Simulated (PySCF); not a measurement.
# How methods differ on the ionisation energy of N²⁺

N²⁺ [He] 2s2 2p1 (2P) → N³⁺ [He] 2s2 (1S), as a difference of total energies. All numbers are calculated (PySCF 2.14, scalar relativity by spin-free X2C-1e, in x2c-TZVPPall (5s3p2d1f, 31 functions)). Correlated levels: valence and next inner shell: nothing frozen. The calculations carry no spin-orbit coupling.

```
                                method  ionisation energy (eV)  plus first-order spin-orbit estimate  difference from reference of that sum (eV)
                                   UHF                  47.293                                47.307                                      -0.138
    MP2 (valence and next inner shell)                  47.478                                47.493                                      +0.048
SCS-MP2 (valence and next inner shell)                  47.424                                47.439                                      -0.006
   CCSD (valence and next inner shell)                  47.239                                47.253                                      -0.192
CCSD(T) (valence and next inner shell)                  47.264                                47.278                                      -0.167
  CCSDT (valence and next inner shell)                  47.270                                47.285                                      -0.160
```

Reference: 47.445 eV (semi-empirical (NIST evaluation); NIST Atomic Spectra Database, ionization energies).

A first-order spin-orbit estimate (lowest level to lowest level, LS coupling) adds 0.015 eV.

Errors of the correlated levels include the incompleteness of this basis.

The coupled-cluster amplitudes are large for N³⁺ (T1 above 0.03 or a double amplitude above 0.15), so a single reference is strained.
